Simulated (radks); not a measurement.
The nuclear charge of the molybdenum ion Mo+ is varied continuously with 41 electrons held in [Kr] 4d5. Calculated with a radial shooting solver on a logarithmic mesh with Libxc functionals: scalar-relativistic Kohn-Sham, r2SCAN, spin-unpolarised, spherical densities, finite nucleus; meta-GGA in the generalised Kohn-Sham scheme; Fermi nuclear charge, rms radius 4.4091 fm. By the Hellmann-Feynman theorem dE/dZ = E(electron-nucleus)/Z, the electronic potential at the nucleus (averaged over a nucleus of fixed radius). The scalar-relativistic energy here is not variational (the density holds large components alone), so the two differ by a part that grows with Z.

Z	E (hartree)	E(electron-nucleus)/Z (hartree)	HOMO	e(HOMO) (eV)	<r> HOMO (bohr)
41.5	-3933.52536	-228.312	4d	-5.462	2.092
42	-4048.88572	-232.083	4d	-10.258	1.881
42.5	-4166.14041	-235.845	4d	-15.944	1.728
43	-4285.28637	-239.602	4d	-22.396	1.609

The central difference of E at Z = 42 is -232.615 hartree, to compare with the third column; the second derivative is -7.58 hartree.
